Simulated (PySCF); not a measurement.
# How methods differ on the excitation energy of Br

Br [Ar] 3d10 4s2 4p5 (2P) → Br [Ar] 3d10 4s1 4p6 (2S), as a difference of total energies. All numbers are calculated (PySCF 2.14, the spin-free X2C one-electron Hamiltonian (Gaussian nucleus), in ANO-RCC-VTZP (6s5p3d1f, 43 functions)). Correlated levels: valence: [Ar] 3d10 frozen; valence and next inner shell: [Ne] frozen. The calculations carry no spin-orbit coupling.

```
                                method  excitation energy (eV)
                                   UHF                  15.124
                                   LDA                  12.294
                                   PBE                  12.351
                                  PBE0                  13.057
                                r2SCAN                  12.890
                                 B3LYP                  12.915
                                 HSE06                  13.064
                                 M06-L                  12.824
                               wB97X-V                  13.277
                         MP2 (valence)                  13.085
                     SCS-MP2 (valence)                  12.860
    MP2 (valence and next inner shell)                  13.080
SCS-MP2 (valence and next inner shell)                  12.842
```

**Question.** How much does correlation contribute at MP2 (valence and next inner shell)?

**Answer.** 13.080 − (15.124) = -2.044 eV, measured against UHF.

A first-order spin-orbit estimate (lowest level to lowest level, LS coupling) adds 0.145 eV.

The upper state lies above the first ionisation limit, where it may autoionise and the basis confines it.
